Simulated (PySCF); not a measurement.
Zn(Br)(NH2) (BrH2NZn), SMILES [Zn]([Br])[NH2].

Geometry optimised at B3LYP-D3(BJ)/def2-SVP. The values are those of a single conformer.

Level of theory: IEF-PCM-M06-2X/def2-SVP (PySCF 2.14.0).

The values are the electrostatic part of the solvation free energy, E(continuum) − E(gas) at the gas-phase geometry, in a cavity of scaled van der Waals radii (PySCF's table); cavitation and dispersion terms are not included. A continuum can't describe solvent molecules that bind to the metal. In vacuum the orbital gap is 8.00 eV. The dipole moment in vacuum is 2.53 D.

Computed values in water (ε = 78.36), 1-octanol (ε = 9.86), chlorobenzene (ε = 5.70):
| solvent | ε | ΔG(elec) (kcal/mol) | dipole (D) | gap (eV) |
|---|---|---|---|---|
| water | 78.36 | -18.0 | 3.28 | 8.30 |
| 1-octanol | 9.86 | -15.3 | 3.17 | 8.25 |
| chlorobenzene | 5.70 | -13.3 | 3.09 | 8.21 |
